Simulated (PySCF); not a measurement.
## Molecular orbitals of KBr

RHF at R = 2.858 Å; basis K def2-TZVPP, Br def2-TZVPP; no relativity; PySCF 2.14. State: ¹Σ⁺ (singlet), closed shell. Only the outer orbitals are listed, counted within each symmetry.

```
orbital  occ.  ε (eV)  on K (%)  main shells (%)
    10σ     2  -47.86       100          100 K s
    11σ     2  -26.38        95           95 K p
     5π     2  -26.33       100          100 K p
     5π     2  -26.33       100          100 K p
    12σ     2  -23.32         7          93 Br s
    13σ     2   -8.78         4          96 Br p
     6π     2   -8.48         3          97 Br p
     6π     2   -8.48         3          97 Br p
    14σ     0   -0.25        99   80 K s, 19 K p
     7π     0    1.60       100   86 K p, 14 K d
     7π     0    1.60       100   86 K p, 14 K d
```

Which are the highest filled and the lowest empty level, where do they sit, and how wide is the gap?

Highest filled 6π at -8.48 eV (in %: 97 Br p); lowest empty 14σ at -0.25 eV (in %: 80 K s, 19 K p); the gap at RHF is 8.23 eV.

```
bond order (Mayer)                              : 0.43
⟨S²⟩                                            : 0.000
charge on K (Mulliken, basis-dependent)         : 0.77
charge on K (Löwdin, basis-dependent)           : 0.43
dipole moment (positive dipole means K(−)Br(+)) : -11.18 D
polarisability along the bond                   : 40.8 bohr³
polarisability across the bond                  : 32.2 bohr³
```
